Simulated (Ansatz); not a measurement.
Mg₃O₃⁺. Charge 1, multiplicity 2. Geometry r2SCAN-D4/def2-SVP; atoms count from 1.

```xyz
6

Mg   -1.677    1.035    0.664
Mg    1.146    0.043   -1.821
Mg   -0.800   -1.532    1.157
O     0.671    0.330    0.527
O     0.701   -1.021   -0.056
O    -0.040    1.146   -0.471
```

The structure holds 2 bond(s) between oxygen atoms. Another isomer (doublet) lies 4.10 eV lower at PBE0-D4/def2-TZVP; other spin states weren't run for this one.

Problem. Estimate the Mulliken populations from the PBE0/def2-TZVP orbitals of Ansatz.

Solution. 
```csv
atom,charge (e),spin (α − β)
Mg1,0.70,0.02
Mg2,0.66,0.95
Mg3,0.70,0.02
O4,-0.06,0.00
O5,-0.49,0.01
O6,-0.49,0.01
```
Mulliken values and Mayer orders depend strongly on the basis.

Problem. Where does the spin sit?

Solution. Summed by element: Mg 0.99, O 0.01, of 1 unpaired in all. Largest on single atoms: Mg2 0.95, Mg3 0.02, Mg1 0.02.

Problem. And the Mayer bond orders between bonded heavy atoms (over 0.3)?

Solution. Mg1–Mg3 0.87 (2.76 Å); Mg1–O6 0.42 (2.00 Å); Mg3–O5 0.42 (2.00 Å); O4–O5 0.83 (1.47 Å); O4–O6 0.83 (1.47 Å).
